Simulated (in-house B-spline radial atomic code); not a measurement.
# BHandHLYP excitations of Pd

Method: BHandHLYP. Computed with a B-spline radial code for spherical atoms: linear response of the closed shell [Kr] 4d10 with the functional's adiabatic kernel; non-relativistic, point nucleus, no spin-orbit coupling, no double excitations, S, P, D and F terms only; shells from n = 2 respond. Only terms of natural parity with L up to 3 were computed.

Without relativity these are model numbers for so heavy an element.

Command:
```bash
python run_td.py task.json out
```
Settings (radii: box in bohr, nucleus in fm):
```
Z                        46
electrons                46
configuration            [Kr] 4d10
hamiltonian              nr
method                   bhandhlyp
box_radius               75
intervals                61
```

Cost of the run: 6.2 s on 1 thread of Arm Neoverse N1, on a shared host.

The lowest states, in the order of their Tamm-Dancoff energies; the method's threshold (minus the highest occupied level) is 6.951 eV. Labels give the largest channel, * marks a mixed state, and oscillator strengths are full-response dipole values. Semilocal kernels can invert the small singlet-triplet splittings of Rydberg terms. Energies in eV:

| state | full response | Tamm-Dancoff | oscillator strength |
| --- | --- | --- | --- |
| 4d → 5s 3D | 1.658 | 1.691 | - |
| 4d → 5s 1D | 2.134 | 2.162 | - |
| 4d → 5p 3P | 4.673 | 4.689 | - |
| 4d → 5p 3F | 4.747 | 4.763 | - |
| 4d → 5p 1F | 4.858 | 4.860 | - |
| 4d → 5p 1P | 5.153 | 5.208 | 0.317 |
| 4d → 6s 3D | ? | ? | - |
| 4d → 6s 1D | ? | ? | - |
| 4d → 6p 3P | 6.360 | 6.361 | - |
| 4d → 6p 3F | 6.368 | 6.370 | - |

Q: Where does 4d → 6s 3D lie?

A: At 5.949 eV in full response, 5.951 eV in Tamm-Dancoff.

Q: Where does 4d → 6s 1D lie?

A: At 5.977 eV in full response, 5.979 eV in Tamm-Dancoff.

Q: How large is the singlet-triplet splitting of 4d → 5s (D terms) in Tamm-Dancoff?

A: 0.47 eV, from the unrounded values.

Q: What polarisabilities and dispersion coefficient does the method give?

A: Dipole 22.69 bohr³, quadrupole 288.6 bohr⁵, C6 158.4 hartree·bohr⁶ for two such species. Recommended dipole value: 26.14 ± 0.1 bohr³ (Schwerdtfeger and Nagle, table of static dipole polarizabilities (2023 update)), which includes relativity and correlation.
